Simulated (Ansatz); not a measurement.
Geometry optimisation of Cs₄F₃.

```yaml
crystal:
  periodic: [false, false, false]
  atoms:
    - {symbol: Cs, position_ang: [1.155560, 1.553220, 1.438000]}
    - {symbol: Cs, position_ang: [-2.702000, 0.054210, 1.408410]}
    - {symbol: Cs, position_ang: [0.439070, -2.536270, 0.169660]}
    - {symbol: Cs, position_ang: [0.218820, 0.593090, -2.528940]}
    - {symbol: F, position_ang: [1.323320, 2.172870, -0.934730]}
    - {symbol: F, position_ang: [0.150520, -1.907160, -2.138450]}
    - {symbol: F, position_ang: [-0.585280, 0.070060, 2.586060]}
basis:
  gaussian: {orbitals: def2-SVP}
magnetization: {spin_polarized: true, initial_magnetization: 1}
hamiltonian: {xc: pbe, dispersion: d4}
scf: {lower_state_search: "off"}
output: {orbitals: {seedname: orbitals}}
relax: {f_tol: 0.02, max_steps: 100}
```

```sh
$ ansatz run in.yaml --threads 4 --pin off --events-out ev --progress --plain --max-ram 4787MiB
```

It prints (some lines left out):

```
Functional definition: PBE
mean field -10336.73013073 eV, -379.8678258170 hartree, gradient 9.1e-6 eV, S^2 0.750155; 0 other end points of the search recorded, 0 dependent functions left out
relax step   1: F+E_penalty+E_count = -10336.88603440 eV  Δ(F+E_penalty+E_count) = +0.000e0 eV  max|allowed force component| = 1.348e0 eV/Å  Δτ_max = 0.0000 Å  (19 SCF iters, accepted)
mean field -10337.36723450 eV, -379.8912389488 hartree, gradient 1.1e-6 eV, S^2 0.750138; 0 other end points of the search recorded, 0 dependent functions left out
relax step   2: F+E_penalty+E_count = -10337.51792517 eV  Δ(F+E_penalty+E_count) = -6.319e-1 eV  max|allowed force component| = 4.653e-1 eV/Å  Δτ_max = 0.1903 Å  (24 SCF iters, accepted)
mean field -10337.63127430 eV, -379.9009422322 hartree, gradient 1.9e-6 eV, S^2 0.750127; 0 other end points of the search recorded, 0 dependent functions left out
relax step   3: F+E_penalty+E_count = -10337.78239605 eV  Δ(F+E_penalty+E_count) = -2.645e-1 eV  max|allowed force component| = 4.299e-1 eV/Å  Δτ_max = 0.1950 Å  (23 SCF iters, accepted)
mean field -10337.80020589 eV, -379.9071503538 hartree, gradient 9.9e-6 eV, S^2 0.750123; 0 other end points of the search recorded, 0 dependent functions left out
relax step   4: F+E_penalty+E_count = -10337.95301666 eV  Δ(F+E_penalty+E_count) = -1.706e-1 eV  max|allowed force component| = 3.986e-1 eV/Å  Δτ_max = 0.1965 Å  (20 SCF iters, accepted)
mean field -10337.92387193 eV, -379.9116949970 hartree, gradient 1.2e-6 eV, S^2 0.750120; 0 other end points of the search recorded, 0 dependent functions left out
relax step   5: F+E_penalty+E_count = -10338.07791981 eV  Δ(F+E_penalty+E_count) = -1.249e-1 eV  max|allowed force component| = 2.788e-1 eV/Å  Δτ_max = 0.2000 Å  (24 SCF iters, accepted)
mean field -10337.98917243 eV, -379.9140947461 hartree, gradient 1.1e-6 eV, S^2 0.750119; 0 other end points of the search recorded, 0 dependent functions left out
relax step   6: F+E_penalty+E_count = -10338.14362428 eV  Δ(F+E_penalty+E_count) = -6.570e-2 eV  max|allowed force component| = 1.164e-1 eV/Å  Δτ_max = 0.1999 Å  (24 SCF iters, accepted)
mean field -10338.00560449 eV, -379.9146986129 hartree, gradient 4.4e-6 eV, S^2 0.750118; 0 other end points of the search recorded, 0 dependent functions left out
relax step   7: F+E_penalty+E_count = -10338.15954225 eV  Δ(F+E_penalty+E_count) = -1.592e-2 eV  max|allowed force component| = 3.010e-2 eV/Å  Δτ_max = 0.2000 Å  (20 SCF iters, accepted)
mean field -10338.01100970 eV, -379.9148972511 hartree, gradient 2.0e-6 eV, S^2 0.750118; 0 other end points of the search recorded, 0 dependent functions left out
relax step   8: F+E_penalty+E_count = -10338.16404654 eV  Δ(F+E_penalty+E_count) = -4.504e-3 eV  max|allowed force component| = 3.001e-2 eV/Å  Δτ_max = 0.1513 Å  (19 SCF iters, accepted)
mean field -10338.01632300 eV, -379.9150925111 hartree, gradient 1.5e-6 eV, S^2 0.750118; 0 other end points of the search recorded, 0 dependent functions left out
relax step   9: F+E_penalty+E_count = -10338.16734341 eV  Δ(F+E_penalty+E_count) = -3.297e-3 eV  max|allowed force component| = 5.050e-2 eV/Å  Δτ_max = 0.1952 Å  (20 SCF iters, accepted)
mean field -10338.01914093 eV, -379.9151960680 hartree, gradient 2.6e-6 eV, S^2 0.750118; 0 other end points of the search recorded, 0 dependent functions left out
relax step  10: F+E_penalty+E_count = -10338.16877484 eV  Δ(F+E_penalty+E_count) = -1.431e-3 eV  max|allowed force component| = 9.473e-2 eV/Å  Δτ_max = 0.1760 Å  (19 SCF iters, accepted)
mean field -10338.02423654 eV, -379.9153833283 hartree, gradient 1.8e-6 eV, S^2 0.750118; 0 other end points of the search recorded, 0 dependent functions left out
relax step  11: F+E_penalty+E_count = -10338.17217674 eV  Δ(F+E_penalty+E_count) = -3.402e-3 eV  max|allowed force component| = 1.206e-1 eV/Å  Δτ_max = 0.1298 Å  (19 SCF iters, accepted)
mean field -10338.03082459 eV, -379.9156254345 hartree, gradient 2.2e-6 eV, S^2 0.750118; 0 other end points of the search recorded, 0 dependent functions left out
relax step  12: F+E_penalty+E_count = -10338.17738199 eV  Δ(F+E_penalty+E_count) = -5.205e-3 eV  max|allowed force component| = 1.068e-1 eV/Å  Δτ_max = 0.1985 Å  (20 SCF iters, accepted)
mean field -10338.03892767 eV, -379.9159232175 hartree, gradient 1.9e-6 eV, S^2 0.750118; 0 other end points of the search recorded, 0 dependent functions left out
relax step  13: F+E_penalty+E_count = -10338.18411303 eV  Δ(F+E_penalty+E_count) = -6.731e-3 eV  max|allowed force component| = 7.547e-2 eV/Å  Δτ_max = 0.1948 Å  (20 SCF iters, accepted)
mean field -10338.04600008 eV, -379.9161831238 hartree, gradient 2.5e-6 eV, S^2 0.750117; 0 other end points of the search recorded, 0 dependent functions left out
relax step  14: F+E_penalty+E_count = -10338.19034739 eV  Δ(F+E_penalty+E_count) = -6.234e-3 eV  max|allowed force component| = 5.306e-2 eV/Å  Δτ_max = 0.1957 Å  (20 SCF iters, accepted)
mean field -10338.05125413 eV, -379.9163762063 hartree, gradient 2.3e-6 eV, S^2 0.750116; 0 other end points of the search recorded, 0 dependent functions left out
relax step  15: F+E_penalty+E_count = -10338.19470647 eV  Δ(F+E_penalty+E_count) = -4.359e-3 eV  max|allowed force component| = 5.627e-2 eV/Å  Δτ_max = 0.1955 Å  (20 SCF iters, accepted)
mean field -10338.05518657 eV, -379.9165207208 hartree, gradient 2.6e-6 eV, S^2 0.750116; 0 other end points of the search recorded, 0 dependent functions left out
relax step  16: F+E_penalty+E_count = -10338.19789420 eV  Δ(F+E_penalty+E_count) = -3.188e-3 eV  max|allowed force component| = 7.797e-2 eV/Å  Δτ_max = 0.1952 Å  (20 SCF iters, accepted)
mean field -10338.05773363 eV, -379.9166143237 hartree, gradient 2.1e-6 eV, S^2 0.750116; 0 other end points of the search recorded, 0 dependent functions left out
relax step  17: F+E_penalty+E_count = -10338.20064679 eV  Δ(F+E_penalty+E_count) = -2.753e-3 eV  max|allowed force component| = 7.118e-2 eV/Å  Δτ_max = 0.0902 Å  (18 SCF iters, accepted)
mean field -10338.05623699 eV, -379.9165593233 hartree, gradient 3.0e-6 eV, S^2 0.750115; 0 other end points of the search recorded, 0 dependent functions left out
relax step  18: F+E_penalty+E_count = -10338.19829035 eV  Δ(F+E_penalty+E_count) = +2.356e-3 eV  max|allowed force component| = 8.515e-2 eV/Å  Δτ_max = 0.1957 Å  (20 SCF iters, rejected (line search))
mean field -10338.06156110 eV, -379.9167549807 hartree, gradient 9.2e-7 eV, S^2 0.750116; 0 other end points of the search recorded, 0 dependent functions left out
relax step  19: F+E_penalty+E_count = -10338.20433403 eV  Δ(F+E_penalty+E_count) = -3.687e-3 eV  max|allowed force component| = 2.899e-2 eV/Å  Δτ_max = 0.0956 Å  (19 SCF iters, accepted)
mean field -10338.06339645 eV, -379.9168224285 hartree, gradient 2.9e-6 eV, S^2 0.750115; 0 other end points of the search recorded, 0 dependent functions left out
relax step  20: F+E_penalty+E_count = -10338.20598068 eV  Δ(F+E_penalty+E_count) = -1.647e-3 eV  max|allowed force component| = 4.057e-2 eV/Å  Δτ_max = 0.0975 Å  (18 SCF iters, accepted)
mean field -10338.06567026 eV, -379.9169059895 hartree, gradient 1.9e-6 eV, S^2 0.750115; 0 other end points of the search recorded, 0 dependent functions left out
relax step  21: F+E_penalty+E_count = -10338.20798848 eV  Δ(F+E_penalty+E_count) = -2.008e-3 eV  max|allowed force component| = 2.878e-2 eV/Å  Δτ_max = 0.1456 Å  (19 SCF iters, accepted)
mean field -10338.06695342 eV, -379.9169531449 hartree, gradient 2.5e-6 eV, S^2 0.750115; 0 other end points of the search recorded, 0 dependent functions left out
relax step  22: F+E_penalty+E_count = -10338.20926909 eV  Δ(F+E_penalty+E_count) = -1.281e-3 eV  max|allowed force component| = 3.028e-2 eV/Å  Δτ_max = 0.1973 Å  (20 SCF iters, accepted)
mean field -10338.06719984 eV, -379.9169622005 hartree, gradient 1.2e-6 eV, S^2 0.750115; 0 other end points of the search recorded, 0 dependent functions left out
relax step  23: F+E_penalty+E_count = -10338.20955430 eV  Δ(F+E_penalty+E_count) = -2.852e-4 eV  max|allowed force component| = 1.956e-2 eV/Å  Δτ_max = 0.0227 Å  (19 SCF iters, accepted)
mean field -10338.06739296 eV, -379.9169692976 hartree, gradient 2.1e-6 eV, S^2 0.750115; 0 other end points of the search recorded, 0 dependent functions left out
relax step  24: F+E_penalty+E_count = -10338.20964092 eV  Δ(F+E_penalty+E_count) = -8.661e-5 eV  max|allowed force component| = 1.582e-2 eV/Å  Δτ_max = 0.0418 Å  (18 SCF iters, accepted)
Total energy: -10338.20970881 eV, -379.9221993087 hartree
Atom 0 at     0.215704     2.215637     1.097702 Å, force     0.003643    -0.006250    -0.009272 eV/Å
Atom 1 at    -2.437858    -0.461441     3.858460 Å, force    -0.001569    -0.000247     0.003221 eV/Å
Atom 2 at    -0.822869    -2.342393    -0.100065 Å, force     0.001970     0.015825     0.007854 eV/Å
Atom 3 at     1.948936     0.379741    -3.132093 Å, force    -0.004463    -0.003107     0.007987 eV/Å
Atom 4 at     1.474194     2.064153    -1.179441 Å, force    -0.004662    -0.002727     0.004415 eV/Å
Atom 5 at     0.622619    -1.662454    -2.155843 Å, force     0.002399     0.005362    -0.002217 eV/Å
Atom 6 at    -1.000716    -0.193224     1.611289 Å, force     0.002682    -0.008855    -0.011988 eV/Å
Dipole moment:     0.340948     0.064168    -0.540690 e Å
Checks for a lower state left out: stability, starts, cluster_reference, orbital_swaps, neighbouring_geometries, increment
```

Hardware: 4 threads of Arm Neoverse V2 on a shared host. Wall time 81 s.

In the def2 sets Cs takes a core potential; there is no spin–orbit coupling. Another isomer (doublet) lies 0.50 eV lower at PBE0-D4/def2-TZVP; other spin states weren't run for this one.
